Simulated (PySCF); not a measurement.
`O=C1C=CC(=O)C([SiH3])=C1`. Theory: HF/def2-SV(P) geometry optimisation, gas phase (PySCF 2.14.0).

```
atom  x, y, z in Å
O1    -2.1843    2.2391    0.0325
C2    -1.5759    1.2184    0.0274
C3    -2.2613   -0.1032    0.0601
C4    -1.5684   -1.2346    0.0539
C5    -0.0780   -1.2363    0.0138
O6     0.5336   -2.2580    0.0083
C7     0.6327    0.0815   -0.0193
Si8    2.5319    0.0382   -0.0695
C9    -0.0821    1.2074   -0.0124
H10   -3.3428   -0.0795    0.0888
H11   -2.0400   -2.2083    0.0771
H12    2.9941    1.4480   -0.0969
H13    2.9986   -0.6604   -1.2883
H14    3.0632   -0.6343    1.1375
H15    0.3742    2.1896   -0.0352
```

(1) What is the longest distance between nuclei?

(2) Where is the centre of mass (commonest isotopes), and what is the radius of gyration?

(3) Work out the bond lengths C2–C9, C4–C5, C5=O6, C7=C9, Si8–H13 in Å.

(4) Give the dihedral angles O6–C5–C7–Si8, C5–C7–C9–H15, H10–C3–C4–C5, C5–C7–C9–C2.

(5) How far are the heavy atoms from their best plane (unweighted least squares)?

(6) How far apart are these pairs, which share no bond: C3···C5, C9···H12, C9···H14, H10···H11?

(7) What are the angles O1–C2–C3, C7–Si8–H14, H12–Si8–H13, C2–C9–H15?

Results:

(1) H10···H12, H10···H13 and H10···H14, 6.521 Å down to 6.515 Å.

(2) Mass 138.014 u; centre at (-0.077, 0.000, 0.001) Å; Rg = √(Σ m r²/M) = 2.217 Å. As Ia + Ib + Ic = 2 Σ m r², the three principal moments sum to 1356.1 u·Å².

(3) For C2–C9 the difference vector is (1.4938, -0.0110, -0.0398) Å, of length 1.4944 Å. C2–C9 1.494; C4–C5 1.491; C5=O6 1.191; C7=C9 1.334; Si8–H13 1.480 Å.

(4) O6–C5–C7–Si8 0° (synperiplanar); C5–C7–C9–H15 180° (antiperiplanar); H10–C3–C4–C5 180° (antiperiplanar); C5–C7–C9–C2 0° (synperiplanar). Dihedral signs follow IUPAC: positive where, seen along the central bond, the front bond turns clockwise onto the rear one.

(5) 0.000 Å rms; none is more than 0.001 Å off.

(6) C3···C5 2.460 Å (2 bonds apart); C9···H12 3.087 Å (3 bonds apart); C9···H14 3.822 Å (3 bonds apart); H10···H11 2.496 Å (3 bonds apart).

(7) From the scalar product of the two bond vectors; for O1–C2–C3 it is -0.9318 Å² over 1.1883 × 1.4891 Å², cos θ = -0.5266. O1–C2–C3 121.8°; C7–Si8–H14 110.3°; H12–Si8–H13 109.6°; C2–C9–H15 114.5°.

HF/def2-SV(P) frequencies: not computed here.
